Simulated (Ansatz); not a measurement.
A run on C4H5F3 (`FC1CCC1(F)F`) with other settings.

```yaml
crystal:
  periodic: [false, false, false]
  atoms:
    - {symbol: F, position_ang: [-1.748238, 0.669889, 1.181297]}
    - {symbol: C, position_ang: [-0.544362, 0.655307, 0.134531]}
    - {symbol: C, position_ang: [-0.208397, 0.397787, -0.885376]}
    - {symbol: C, position_ang: [0.182789, -0.993692, -0.360642]}
    - {symbol: C, position_ang: [0.652301, -0.086599, 0.819101]}
    - {symbol: F, position_ang: [1.702696, 0.898122, 0.531559]}
    - {symbol: F, position_ang: [0.449562, -0.557922, 2.265377]}
    - {symbol: H, position_ang: [-0.316941, 2.133477, 0.196285]}
    - {symbol: H, position_ang: [-1.805771, -0.163388, -1.243507]}
    - {symbol: H, position_ang: [-0.123724, 0.652956, -1.693115]}
    - {symbol: H, position_ang: [0.094862, -2.047000, 0.276370]}
    - {symbol: H, position_ang: [1.251871, -1.060407, -0.752688]}
basis:
  gaussian: {orbitals: "6-31++G**"}
hamiltonian: {xc: {name: PBE0}}
correlation: {method: rpa}
```

```sh
$ ansatz run in.yaml --threads 4 --pin off --events-out ev --progress --plain --max-ram 11315MiB
```

It prints (some lines left out):

```
Functional definition: PBE0
1408 factors; integrals over basis functions are off by at most 1.1e-3 eV
mean field evaluation 1: about -12334.0149 eV, gradient 8.1e1 eV
mean field evaluation 2: about -12334.4522 eV, gradient 8.1e1 eV
mean field evaluation 4: about -12350.6596 eV, gradient 1.3e1 eV
mean field evaluation 8: about -12350.9924 eV, gradient 7.5e-1 eV
mean field evaluation 16: about -12351.0171 eV, gradient 1.4e-3 eV
mean field -12351.01708637 eV, -453.8915061042 hartree, gradient 6.2e-6 eV, S^2 0.000000; 0 other end points of the search recorded, 0 dependent functions left out; unrestricted orbitals would lower it
unrestricted determinant -12299.99504926 eV, -452.0164808242 hartree, S^2 0.7963
7 core orbitals not correlated: weight in the atoms' cores, before any rotation towards them, 1.000 or more for the frozen orbitals, at most 0.000 for the correlated occupied ones
reference -12298.10004799 eV, -451.9468408120 hartree; 21, 21 occupied and 135, 135 virtual orbitals, 1408 factors
Total energy: -12341.37077359 eV, -453.5370106478 hartree
```

It took 8 s on 4 threads of an Intel Xeon Platinum 8259CL on a shared host, with 0.53 GiB of host memory at the peak.
